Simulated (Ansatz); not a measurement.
The cluster Ge₇S₆, relaxed as a singlet with RKS r2SCAN-D4/def2-SVP in Ansatz, starting from the GFN1-xTB geometry. Force threshold 0.03 eV/Å.

The structure comes from a short search, and lower isomers may exist.

Start:

```xyz
13

Ge   -1.0522   -2.0653   -2.0916
Ge   -1.9916   -0.6419    1.3253
Ge   -0.1537    0.3361   -2.4880
Ge    2.0290   -1.2828    0.5755
Ge    0.7637    1.8470   -0.8545
Ge    0.2817   -3.1724   -0.4324
Ge    0.3371    2.5168    2.0496
S    -1.8429   -0.1882   -0.9838
S     1.9031    1.0227    0.8336
S     1.3012   -1.3643   -1.6670
S    -0.0687    3.6086   -0.0291
S    -0.0223   -1.8991    1.4619
S    -1.4844    1.2828    2.3005
```

Q: Estimate the energy that the relaxation releases and the steps that it takes.

A: 108.3 kJ/mol, in 9 steps; 5.6 min on 4 threads of Arm Neoverse N1 on a shared host. No frequencies were taken in this run, so the end may be a saddle point.

Q: Does the start keep its bonding?

A: Bonds lost: Ge4–Ge6 (atoms count from 1).

Q: Predict the relaxed structure.

A: 
```xyz
13

Ge   -1.237   -2.039   -2.106
Ge   -1.949   -0.618    1.289
Ge   -0.021    0.317   -2.806
Ge    2.230   -1.262    0.597
Ge    0.616    1.753   -0.794
Ge    0.152   -3.304   -0.356
Ge    0.301    2.557    2.224
S    -1.792    0.059   -1.172
S     2.042    1.133    0.839
S     1.331   -1.586   -1.736
S    -0.224    3.552    0.015
S     0.127   -1.848    1.546
S    -1.576    1.285    2.462
```
Bond lengths: 17 × Ge–S 2.14 to 2.64 Å; 3 × Ge–Ge 2.55 to 2.74 Å.
